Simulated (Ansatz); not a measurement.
`CCO[SiH2]P`, relaxed with RKS PBE0-D4/def2-TZVP in Ansatz 0.2.0 from a PBE-D4/def2-SVP geometry. The force threshold is 0.005 eV/Å; the program also tests the step.

Charge 0, multiplicity 1.

Start:

```xyz
14

C    -0.508   -1.828   -1.350
C    -0.034   -1.280   -0.016
O    -0.021    0.144   -0.071
Si    0.432    1.095    1.242
P     0.330    3.283    0.670
H     0.161   -1.492   -2.168
H    -1.532   -1.471   -1.576
H    -0.517   -2.937   -1.338
H    -0.705   -1.632    0.805
H     0.987   -1.668    0.219
H     1.842    0.773    1.672
H    -0.487    0.858    2.415
H    -0.967    3.114    0.065
H     1.021    3.041   -0.571
```

**Question.** How much energy does the relaxation release, and in how many steps? (Estimate.)

**Answer.** Computed: 1.66 kcal/mol, in 6 steps, 1 of them rejected.

**Question.** Which bonds change most? (Best estimate.)

**Answer.** The calculation gave: O3–Si4 from 1.683 to 1.644 Å; Si4–P5 from 2.263 to 2.239 Å; P5–H13 from 1.441 to 1.421 Å; P5–H14 from 1.441 to 1.421 Å.

**Question.** Give the relaxed structure. (An estimate is asked.)

**Answer.** The calculation gave: 
```xyz
14

C    -0.501   -1.823   -1.335
C    -0.035   -1.274   -0.010
O    -0.017    0.142   -0.072
Si    0.424    1.077    1.205
P     0.325    3.251    0.677
H     0.168   -1.506   -2.137
H    -1.506   -1.464   -1.565
H    -0.519   -2.915   -1.309
H    -0.704   -1.604    0.796
H     0.971   -1.648    0.225
H     1.817    0.753    1.628
H    -0.478    0.827    2.366
H    -0.959    3.125    0.083
H     1.014    3.060   -0.551
```
